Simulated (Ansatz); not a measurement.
One geometry of the cluster Ag₂Br, several levels of theory.

```yaml
crystal:
  periodic: [false, false, false]
  atoms:
    - {symbol: Ag, position_ang: [0.803710, -0.071391, -0.011075]}
    - {symbol: Ag, position_ang: [-0.817631, -2.117877, -0.327299]}
    - {symbol: Br, position_ang: [0.013921, 2.189278, 0.338384]}
basis:
  gaussian: {orbitals: def2-TZVP, initial_orbitals: start.molden}
magnetization: {spin_polarized: true, initial_magnetization: 1}
hamiltonian: {xc: {name: r2SCAN0}, dispersion: d4}
scf: {omitted_lower_state_checks: [starts]}
output: {orbitals: {seedname: orbitals}}
```

The file start.molden holds the orbitals of an earlier run on this structure, at another level or in another basis.

```sh
$ ansatz run in.yaml --threads 4 --pin off --events-out ev --progress --plain --max-ram 3916MiB
```

Shortened log:

```
Functional definition: r2SCAN0
1102 factors; integrals over basis functions are off by at most 1.0e-3 eV
mean field evaluation 1: about -78047.1547 eV, gradient 4.5e0 eV
mean field evaluation 2: about -78047.1863 eV, gradient 6.5e-2 eV
mean field evaluation 4: about -78047.2855 eV, gradient 4.4e-3 eV
mean field evaluation 8: about -78047.2855 eV, gradient 4.2e-5 eV
mean field -78047.28546647 eV, -2868.1848385427 hartree, gradient 4.2e-5 eV, S^2 0.756526; 0 other end points of the search recorded, 0 dependent functions left out
reference -78047.28548351 eV, -2868.1848391689 hartree; 37, 36 occupied and 91, 92 virtual orbitals, 1102 factors
Total energy: -78047.31177638 eV, -2868.1858054138 hartree
Checks for a lower state left out: starts
```

Hardware: 4 threads of Arm Neoverse V2 on a shared host. Wall time 7.5 s.

The first input with `hamiltonian: {xc: pbe, dispersion: d4}` (abridged; 2.6 s):

```
Functional definition: PBE
mean field -78037.45710286 eV, -2867.8236528419 hartree, gradient 1.4e-5 eV, S^2 0.751897
Total energy: -78037.55605880 eV, -2867.8272894055 hartree
Checks for a lower state left out: starts
```

As the first input, with `gaussian: {orbitals: def2-TZVPD, initial_orbitals: start.molden}`, `hamiltonian: {xc: pbe, dispersion: d4}` (abridged; 2.9 s):

```
Functional definition: PBE
mean field -78037.48035420 eV, -2867.8245073128 hartree, gradient 1.1e-5 eV, S^2 0.751906
Total energy: -78037.57932200 eV, -2867.8281443124 hartree
Checks for a lower state left out: starts
```

Geometry: r2SCAN-D4/def2-TZVP.

In the def2 sets Ag takes a core potential; there is no spin–orbit coupling. The structure comes from a short search, and lower isomers may exist.
